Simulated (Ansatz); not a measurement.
One change: `[NH2][Hf]([F])([Cl])[Cl]` becomes `[F][Hf]([Cl])([Cl])[Cl]`.

Ansatz, PBE0-D4/def2-TZVP geometries, multiplicity 1. Each molecule was computed in one conformer, which needn't be the lowest.

Elements past krypton have def2 core potentials.

```json
{"property": "HOMO–LUMO gap (ωB97M-V/def2-TZVPP) / eV", "`[NH2][Hf]([F])([Cl])[Cl]`": "11.36"}
{"property": "HOMO energy (ωB97M-V/def2-TZVPP) / eV", "`[NH2][Hf]([F])([Cl])[Cl]`": "-10.59"}
{"property": "size of the dipole moment (ωB97M-V/def2-TZVPP) / D", "`[NH2][Hf]([F])([Cl])[Cl]`": "2.68"}
{"property": "zero-point energy (PBE0-D4/def2-TZVP) / kJ/mol", "`[NH2][Hf]([F])([Cl])[Cl]`": "75.5"}
{"property": "HOMO–LUMO gap (PBE0/def2-TZVPP) / eV", "`[NH2][Hf]([F])([Cl])[Cl]`": "7.05"}
{"property": "LUMO energy (PBE0/def2-TZVPP) / eV", "`[NH2][Hf]([F])([Cl])[Cl]`": "-1.25"}
```

**Question.** What does the change do to each property? (Estimate.)

**Answer.** Ansatz gave: 
| property | `[F][Hf]([Cl])([Cl])[Cl]` | shift |
| --- | --- | --- |
| HOMO–LUMO gap (ωB97M-V/def2-TZVPP) / eV | 12.16 | 0.80 |
| HOMO energy (ωB97M-V/def2-TZVPP) / eV | -11.90 | -1.31 |
| size of the dipole moment (ωB97M-V/def2-TZVPP) / D | 0.06 | -2.62 |
| zero-point energy (PBE0-D4/def2-TZVP) / kJ/mol | 14.6 | -60.9 |
| HOMO–LUMO gap (PBE0/def2-TZVPP) / eV | 7.83 | 0.78 |
| LUMO energy (PBE0/def2-TZVPP) / eV | -1.88 | -0.63 |

With PBE0 the HOMO falls by 1.41 eV and the LUMO falls by 0.63 eV, so the gap widens by about 0.78 eV. PBE moves the HOMO by -1.40 eV and ωB97M-V by -1.31 eV. The zero-point energy changes by -60.9 kJ/mol with -6 modes. Dipoles are sizes alone; their direction can turn.
